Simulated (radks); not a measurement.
Coulomb parameter of the 5d shell of the rhenium ion Re2+ in the model configuration [Xe] 4f14 5d4 6s1, as a second difference U = [E(n + 0.25) + E(n - 0.25) - 2 E(n)] / (0.25)^2 with all orbitals relaxed. "Bare": the charge of the atom changes with n. "Screened": the 6s shell takes up the change at fixed total charge, which measures U(5d,5d) + U(6s,6s) - 2 U(5d,6s). Method: Dirac Kohn-Sham, PBE, spin-unpolarised, spherical densities, finite nucleus; open shells are shared between the two j in proportion to 2j + 1; Fermi nuclear charge, rms radius 5.3698 fm; computed with a radial shooting solver on a logarithmic mesh with Libxc functionals.

| case | configuration | E - E(n) (eV) |
|---|---|---|
| start | [Xe] 4f14 5d4 6s1 | 0.000 |
| bare +0.25 | [Xe] 4f14 5d4.25 6s1 | -5.547 |
| bare -0.25 | [Xe] 4f14 5d3.75 6s1 | 6.256 |
| screened +0.25 | [Xe] 4f14 5d4.25 6s0.75 | -0.547 |
| screened -0.25 | [Xe] 4f14 5d3.75 6s1.25 | 0.610 |

U(bare) = 11.346 eV, U(screened by 6s) = 0.994 eV.
